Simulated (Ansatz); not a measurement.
A search over several starts for the lowest SCF solution of GaI₃⁺ at the given spin, in a small basis.

```yaml
crystal:
  periodic: [false, false, false]
  atoms:
    - {symbol: Ga, position_ang: [0.000100, 0.000039, 0.000033]}
    - {symbol: I, position_ang: [2.474721, -0.027278, 0.012784]}
    - {symbol: I, position_ang: [-1.213885, 2.156586, -0.017034]}
    - {symbol: I, position_ang: [-1.260936, -2.129336, 0.004228]}
basis:
  gaussian: {orbitals: def2-SVP}
total_charge: 1
magnetization: {spin_polarized: true, initial_magnetization: 1}
hamiltonian: {xc: pbe0, dispersion: d4}
output: {orbitals: {seedname: orbitals}}
```

```sh
$ ansatz run in.yaml --threads 2 --pin off --events-out ev --progress --plain --max-ram 4352MiB
```

Output, abridged:

```
Functional definition: PBE0
1321 factors; integrals over basis functions are off by at most 1.8e-4 eV
mean field evaluation 1: about -76662.4721 eV, gradient 1.3e1 eV
mean field evaluation 2: about -76662.5100 eV, gradient 1.5e1 eV
mean field evaluation 4: about -76663.0967 eV, gradient 3.7e-1 eV
mean field evaluation 8: about -76663.1116 eV, gradient 2.7e-2 eV
mean field evaluation 16: about -76663.1116 eV, gradient 1.0e-4 eV
mean field evaluation 32: about -76662.8867 eV, gradient 7.7e-1 eV
mean field evaluation 64: about -76663.0395 eV, gradient 7.3e-1 eV
mean field -76663.11161162 eV, -2817.3173876035 hartree, gradient 1.6e-5 eV, S^2 0.753849; 10 other end points of the search recorded, 0 dependent functions left out
reference -76663.11163505 eV, -2817.3173884645 hartree; 53, 52 occupied and 57, 58 virtual orbitals, 1321 factors
Total energy: -76663.30974449 eV, -2817.3246688525 hartree
```

It took 16 s on 2 threads of Intel Xeon Platinum 8488C on a shared host, peak host memory 0.76 GiB.

In the def2 sets I takes a core potential; there is no spin–orbit coupling.
